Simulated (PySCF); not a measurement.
C5H7F, SMILES C(=C)C1(CC1)F. Atoms are numbered in the order given.

```xyz
13

C      0.1622    -2.2328     0.0000
C      0.7001    -1.0129     0.0000
C     -0.0814     0.2360     0.0000
F     -1.4282     0.0312     0.0000
C      0.3862     1.4451     0.7515
C      0.3862     1.4451    -0.7515
H     -0.9221    -2.3663     0.0000
H      0.7894    -3.1266     0.0000
H      1.7874    -0.8802     0.0000
H     -0.3972     2.0172     1.2544
H      1.3365     1.3875     1.2885
H      1.3365     1.3875    -1.2885
H     -0.3972     2.0172    -1.2544
```
Charge 0, spin multiplicity 1.

Coordinates come from a PBE0-D3(BJ)/def2-SVP optimisation. One conformer was computed; it need not be the lowest.

All values below come from PBE0/pcSseg-1 (PySCF).

GIAO shieldings, no solvent; atoms listed in one row are averaged. δ = σ(ref) − σ: ¹³C against TMS (σ = 186.3 ppm); ¹⁹F against CFCl3 (σ = 167.2 ppm); ¹H against TMS (σ = 31.56 ppm), references at their B3LYP-D3(BJ)/def2-TZVP geometries, non-relativistic.

### Question
Estimate the chemical shifts. (The exact figures need the calculation; the answer reports its results.)

### Answer

| nucleus | atoms | count | δ (ppm) |
|---|---|---|---|
| ¹³C | C2 | 1 | 147.9 |
| ¹³C | C1 | 1 | 121.6 |
| ¹³C | C3 | 1 | 78.9 |
| ¹³C | C5, C6 | 2 | 17.6 |
| ¹⁹F | F4 | 1 | -224.8 |
| ¹H | H7 | 1 | 6.10 |
| ¹H | H8 | 1 | 5.81 |
| ¹H | H9 | 1 | 5.70 |
| ¹H | H13, H10 | 2 | 1.56 |
| ¹H | H11, H12 | 2 | 0.95 |
